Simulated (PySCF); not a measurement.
A PySCF script (with the pyscf-properties extension) for the NMR shieldings of SMILES C#CC#CC[Si@@H](P)OCC, C7H11OPSi, on a GFN2-xTB geometry:

```python
import basis_set_exchange as bse
import numpy as np
from pyscf import gto, dft
from pyscf.prop import nmr

atoms = """
C     5.801075   -0.800269    0.007569
C     4.680124   -0.388022   -0.148843
C     3.415369    0.074854   -0.326211
C     2.306000    0.519819   -0.500166
C     0.965310    0.990343   -0.680237
Si   -0.294531   -0.421745   -0.408864
P    -0.166485   -1.201486    1.696446
O    -1.726561    0.304620   -0.619675
C    -2.963792   -0.041289   -0.058727
C    -3.571106    1.163220    0.642704
H     6.777585   -1.155842    0.142094
H     0.850899    1.387932   -1.689576
H     0.770728    1.805826    0.020791
H    -0.108482   -1.472964   -1.421488
H     1.207077   -1.336770    1.697304
H    -0.359656   -2.531983    1.362957
H    -3.615760   -0.386490   -0.869134
H    -2.830541   -0.865201    0.654995
H    -2.926899    1.473399    1.461496
H    -4.551896    0.910558    1.035251
H    -3.667377    1.988434   -0.058115
"""
names = dict.fromkeys(["C", "Si", "P", "O", "H"], "pcSseg-1")
basis = {el: gto.basis.parse(bse.get_basis(n, elements=[el], fmt="nwchem")) for el, n in names.items()}
mol = gto.M(atom=atoms, basis=basis, charge=0, verbose=0)
mf = dft.RKS(mol, xc="PBE0")
mf.grids.level = 2
mf.grids.alignment = dft.numint.BLKSIZE   # the property module wants whole blocks of grid points
mf.conv_tol = 1e-9
mf.kernel()

calc = nmr.RKS(mf)   # GIAO
C = mf.mo_coeff
Co = C[:, mf.mo_occ > 0]
resp = mf.gen_response(singlet=True, hermi=2)
def vind(x):   # induced exchange potential for any number of trial vectors
    d = np.einsum("pi,xij,qj->xpq", C, 2 * x.reshape(-1, C.shape[1], Co.shape[1]), Co, optimize=True)
    return np.einsum("xpq,pi,qj->xij", resp(d - d.transpose(0, 2, 1)), C, Co, optimize=True).ravel()
mo1, _ = nmr.rhf.solve_mo1(calc, with_cphf=vind)
sigma = calc.kernel(mo1)
for i, s in enumerate(sigma):   # ppm
    w = np.linalg.eigvalsh((s + s.T) / 2)
    print("%2d %-2s iso %8.1f  s11 %8.1f  s22 %8.1f  s33 %8.1f" % (i, mol.atom_pure_symbol(i), w.mean(), *w))
```

**Question.** Give the expected output.

**Answer.** 
```
 0 C  iso    116.8  s11     38.2  s22     41.2  s33    271.1
 1 C  iso    112.5  s11     22.8  s22     24.0  s33    290.8
 2 C  iso    113.9  s11     35.3  s22     38.8  s33    267.4
 3 C  iso    109.2  s11     11.3  s22     18.2  s33    298.1
 4 C  iso    177.6  s11    157.5  s22    174.4  s33    201.0
 5 Si iso    346.0  s11    283.8  s22    351.9  s33    402.2
 6 P  iso    616.9  s11    572.7  s22    626.2  s33    651.6
 7 O  iso    290.2  s11    254.6  s22    294.2  s33    321.7
 8 C  iso    122.6  s11     93.7  s22    107.7  s33    166.6
 9 C  iso    165.9  s11    147.7  s22    163.6  s33    186.4
10 H  iso     30.6  s11     25.0  s22     25.1  s33     41.8
11 H  iso     29.4  s11     23.4  s22     28.9  s33     35.8
12 H  iso     29.7  s11     25.0  s22     28.8  s33     35.3
13 H  iso     25.9  s11     22.6  s22     24.2  s33     30.9
14 H  iso     30.2  s11     23.9  s22     28.0  s33     38.6
15 H  iso     30.5  s11     25.4  s22     27.0  s33     39.1
16 H  iso     27.6  s11     22.3  s22     27.0  s33     33.5
17 H  iso     28.1  s11     23.0  s22     29.6  s33     31.7
18 H  iso     30.3  s11     26.1  s22     30.5  s33     34.3
19 H  iso     30.8  s11     26.8  s22     27.3  s33     38.3
20 H  iso     30.3  s11     26.6  s22     28.3  s33     35.9
```

These numbers come from an equivalent density-fitted implementation of the same equations, which agrees with the script to about 0.01 ppm for H and up to a few tenths of a ppm for heavy atoms, so last digits may differ.

**Question.** Turn these shieldings into chemical shifts. Chemical shifts δ = σref − σ; $^{13}$C (σ = 186.93 ppm) and $^{29}$Si (σ = 349.16 ppm) and $^{1}$H (σ = 31.72 ppm) vs TMS; $^{31}$P (σ = 318.38 ppm) against H3PO4; $^{17}$O (σ = 336.08 ppm) against H2O, all at this level.

**Answer.** Averaging equivalent atoms: C 3: 77.8; C 1: 74.4; C 2: 73.1; C 0: 70.1; C 8: 64.3; C 9: 21.0; C 4: 9.3; Si 5: 3.2; P 6: -298.5; O 7: 45.9; H 13: 5.81; H 16: 4.10; H 17: 3.65; H 11: 2.36; H 12: 2.01; H 14/15: 1.38; H 18/19/20: 1.25; H 10: 1.09 ppm. Experimental scales use liquid or dissolved standards, which lie at an offset from isolated H2O (liquid H2O: subtract about 36 ppm) and H3PO4.

Size and cost of the density-fitted run: 239 basis functions, 70 s wall time on 1 thread of an Arm Neoverse V2, shared host; peak memory 1.1 GiB.
